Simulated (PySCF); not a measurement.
# Levels along the 5-electron series

One electron added to the closed shell [He] 2s2: EOM-EA-CCSD calculated with PySCF 2.14, two-component X2C-1e with screened spin-orbit coupling, each ion in its own even-tempered basis, nothing frozen, the virtual space cut to natural spinors and corrected at second order; no Breit or QED terms. Binding energy of 2p1/2 and energies of the other levels above it, in eV.

```json
{"ion": "Te⁴⁷⁺", "2p1/2 binding": "8501.2", "2p3/2 − 2p1/2": "305.22", "NIST ionisation energy": "8499 ± 4 (t)"}
{"ion": "I⁴⁸⁺", "2p1/2 binding": "8869.1", "2p3/2 − 2p1/2": "331.82", "NIST ionisation energy": "8867 ± 4 (t)"}
{"ion": "Xe⁴⁹⁺", "2p1/2 binding": "9245.9", "2p3/2 − 2p1/2": "360.20", "NIST ionisation energy": "9243 ± 4 (t)"}
{"ion": "Cs⁵⁰⁺", "2p1/2 binding": "9631.7", "2p3/2 − 2p1/2": "390.45", "NIST ionisation energy": "9629 ± 4 (t)"}
{"ion": "Ba⁵¹⁺", "2p1/2 binding": "10026.7", "2p3/2 − 2p1/2": "422.67", "NIST ionisation energy": "10023 ± 4 (t)"}
{"ion": "La⁵²⁺", "2p1/2 binding": "10430.8", "2p3/2 − 2p1/2": "456.97", "NIST ionisation energy": "10426 ± 4 (t)"}
{"ion": "Ce⁵³⁺", "2p1/2 binding": "10844.4", "2p3/2 − 2p1/2": "493.40", "NIST ionisation energy": "10840 ± 5 (t)"}
{"ion": "Pr⁵⁴⁺", "2p1/2 binding": "11267.3", "2p3/2 − 2p1/2": "532.12", "NIST ionisation energy": "11262 ± 5 (t)"}
{"ion": "Nd⁵⁵⁺", "2p1/2 binding": "11699.9", "2p3/2 − 2p1/2": "573.20", "NIST ionisation energy": "11694 ± 5 (t)"}
{"ion": "Pm⁵⁶⁺", "2p1/2 binding": "12142.1", "2p3/2 − 2p1/2": "616.79", "NIST ionisation energy": "12136 ± 5 (t)"}
```

Each ion has its own basis, which adds noise of up to about 0.1 % of the binding energies along the series.

The 2p interval goes from 305.2 to 616.8 eV, as Z to the power 4.41; a hydrogen-like ion gives 4, and the power is higher where the screened charge Z − σ still grows faster than Z or where Zα is large.

NIST values marked (s) are semi-empirical, (t) theoretical.
